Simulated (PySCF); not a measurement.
C3H9BO2, SMILES COB(C)CO.

Geometry: B3LYP-D3(BJ)/def2-SVP. This is a generated structure with no PubChem entry under its InChIKey; it may be hypothetical. Other conformers were not sampled.

Method: PBE/def2-TZVP run with PySCF.

Isolated molecule, no solvent.

**Question.** Estimate the frontier levels, gap, dipole moment and polarisability. (Estimate from the structure and the level; the computed values follow.)

**Answer.** 
```yaml
highest_occupied_level: -5.95 eV
lowest_empty_level: -0.51 eV
orbital_gap: 5.44 eV
dipole_moment: 0.98 D
quadrupole, principal values (traceless, Buckingham form, about the centre of nuclear charge): -8.13, -2.33, 10.46 D·Å
mean_static_polarisability: 61.4 bohr³ (9.10 Å³)
polarisability_principal_values: 49.5, 61.9, 72.9 bohr³
```
